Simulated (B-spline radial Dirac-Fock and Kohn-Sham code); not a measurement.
# Dipole and non-dipole photoemission parameters of Ga⁺ 3d3/2

System: the Ga⁺ ion, 1s2 2s2 2p6 3s2 3p6 3d10 4s2; threshold 35.57 eV (orbital energy of the model). These are calculated numbers from a radial B-spline solver; the model is Dirac-Hartree-Slater photoionisation with a Latter tail; cross sections with all multipoles, angular parameters from the dipole term and its interference with E2.

For linearly polarised light dσ/dΩ = σ/(4π) [1 + β P₂(cos θ) + (δ + γ cos²θ) sin θ cos φ], with θ from the polarisation vector and φ the angle between the beam and the projection of the electron momentum on the plane normal to the polarisation.

```csv
hν (eV),σ (kb),β,γ,δ
60,2900,-0.023,-0.008,0.010
74.3,3380,0.167,-0.005,0.012
85.6,3440,0.297,-0.003,0.013
150,2300,0.748,0.014,0.019
200,1510,0.928,0.029,0.022
252,973,1.044,0.049,0.025
262,898,1.061,0.053,0.026
300,670,1.112,0.070,0.028
316,596,1.129,0.077,0.029
328,546,1.141,0.082,0.030
400,335,1.189,0.117,0.034
431,276,1.201,0.133,0.035
533,155,1.221,0.186,0.040
609,106,1.221,0.224,0.044
1030,20.7,1.145,0.413,0.066
1410,7.24,1.052,0.540,0.087
1486.9,6.03,1.034,0.561,0.091
2400,?,?,?,?
2620,0.782,0.820,0.777,0.154
2970,0.488,0.772,0.820,0.173
2984.4,0.479,0.771,0.822,0.174
4280,0.119,0.640,0.942,0.241
6600,0.0206,0.496,1.065,0.350
6820,0.0180,0.485,1.072,0.360
8330,0.00777,0.424,1.108,0.423
12000,0.00163,0.324,1.140,0.561
12400,0.00142,0.316,1.141,0.575
12600,0.00132,0.312,1.141,0.582
12700,0.00128,0.310,1.141,0.585
```

Task: Give the values at 2400 eV.

Result: σ = 1.08 kb, β = 0.854, γ = 0.746, δ = 0.142.
